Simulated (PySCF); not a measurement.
Choosing a basis for TDDFT

Compound: CH4B2F2.
SMILES: `BCB(F)F`

TDDFT with PBE0 (PySCF), vertical singlets, core orbitals frozen in the response, spherical d and f functions. Isolated species at its PBE0-D3(BJ)/def2-SVP geometry (one conformer only).

**Question.** Compare 6-31G*, def2-SVP, 6-31+G*, def2-SVPD, aug-cc-pVDZ, def2-TZVP and def2-TZVPD for this molecule.

**Answer.** 

| basis | functions | diffuse | S1 (eV) | S2 (eV) | S3 (eV) | S4 (eV) | S5 (eV) | LUMO (eV) | α (au) |
| --- | --- | --- | --- | --- | --- | --- | --- | --- | --- |
| 6-31G* | 78 | no | 5.81 | 6.23 | 7.67 | 8.42 | 9.19 | -1.49 | 33.3 |
| def2-SVP | 90 | no | 5.65 | 6.16 | 7.63 | 8.37 | 8.97 | -1.77 | 34.3 |
| 6-31+G* | 98 | yes | 5.70 | 6.16 | 7.65 | 8.40 | 8.48 | -1.85 | 37.5 |
| def2-SVPD | 138 | yes | 5.62 | 6.16 | 7.64 | 8.39 | 8.60 | -1.92 | 40.7 |
| aug-cc-pVDZ | 151 | yes | 5.62 | 6.12 | 7.58 | 8.26 | 8.39 | -1.89 | 41.1 |
| def2-TZVP | 179 | no | 5.64 | 6.14 | 7.59 | 8.39 | 8.78 | -1.87 | 39.1 |
| def2-TZVPD | 227 | yes | 5.64 | 6.13 | 7.59 | 8.35 | 8.44 | -1.88 | 41.2 |

States are compared by their number. Against the largest diffuse basis here (def2-TZVPD, itself not a converged limit), sets without diffuse functions differ by up to 0.17 eV in S1 and 0.76 eV in S5; the smaller diffuse sets differ by up to 0.06 and 0.16 eV. State by state, the largest deviation of a set without diffuse functions is S1 0.17, S2 0.09, S3 0.08, S4 0.06, S5 0.76 eV. The same number needn't mean the same state in each row. Against def2-TZVPD the polarisability deviates by -19% in 6-31G*, -17% in def2-SVP, -9% in 6-31+G*, -1% in def2-SVPD, 0% in aug-cc-pVDZ, -5% in def2-TZVP. A single + in a Pople set puts diffuse functions on heavy atoms only.
